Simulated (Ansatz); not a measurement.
Mn2O4⁻, relaxed as a doublet with UKS r2SCAN-D4/def2-SVPD in Ansatz, starting from the GFN1-xTB geometry. Force threshold 0.02 eV/Å.

The structure holds one bond between oxygen atoms, so isomers without such links may lie far lower. The charge -1 doublet is spin-contaminated (final ⟨S²⟩ up to 4.22, 0.75 for a pure state). Another isomer (doublet) lies 0.25 eV lower at PBE0-D4/def2-TZVPD; other spin states weren't run for this one.

Start:

```xyz
6

Mn   -0.665   -0.878    1.211
Mn    0.159    0.071   -0.895
O     0.916    1.097   -1.939
O     1.000    1.634   -0.722
O    -0.667   -1.235   -0.383
O    -0.743   -0.689    2.727
```

```json
{"step": "1", "energy (eV)": "-70809.8661", "largest force component (eV/Å)": "7.163", "SCF passes": "117"}
{"step": "2", "energy (eV)": "-70811.4231", "largest force component (eV/Å)": "3.838", "SCF passes": "68"}
{"step": "3", "energy (eV)": "-70812.2486", "largest force component (eV/Å)": "0.829", "SCF passes": "56"}
{"step": "4", "energy (eV)": "-70812.3704", "largest force component (eV/Å)": "0.507", "SCF passes": "50"}
{"step": "5", "energy (eV)": "-70812.4298", "largest force component (eV/Å)": "0.320", "SCF passes": "50"}
{"step": "6", "energy (eV)": "-70812.4610", "largest force component (eV/Å)": "0.261", "SCF passes": "52"}
{"step": "7", "energy (eV)": "-70812.4911", "largest force component (eV/Å)": "0.635", "SCF passes": "47"}
{"step": "8", "energy (eV)": "-70812.4946", "largest force component (eV/Å)": "1.883", "SCF passes": "45"}
{"step": "9", "energy (eV)": "-70812.6652", "largest force component (eV/Å)": "1.112", "SCF passes": "44"}
{"step": "10", "energy (eV)": "-70812.7294", "largest force component (eV/Å)": "0.244", "SCF passes": "37"}
{"step": "11 (rejected)", "energy (eV)": "-70812.7284", "largest force component (eV/Å)": "0.213", "SCF passes": "36"}
{"step": "12", "energy (eV)": "-70812.7349", "largest force component (eV/Å)": "0.105", "SCF passes": "36"}
{"step": "13", "energy (eV)": "-70812.7351", "largest force component (eV/Å)": "0.050", "SCF passes": "31"}
{"step": "14", "energy (eV)": "-70812.7355", "largest force component (eV/Å)": "0.011", "SCF passes": "31"}
```

Force components are those of the run's own axes.

End:

```xyz
6

Mn   -1.1827   -0.7599    1.2926
Mn    0.1984    0.3602   -0.5737
O     1.1584    0.8607   -2.1032
O     1.0061    1.9228   -1.1070
O    -0.6259   -1.2917   -0.2613
O    -0.5543   -1.0921    2.7526
```

By distances, no bond broke or formed. The bond that changes most is Mn2–O5, from 1.63 to 1.87 Å (atoms count from 1).

No frequencies were taken in this run, so the end may be a saddle point.

Run time 92 s (4 threads of Arm Neoverse V2 on a shared host).
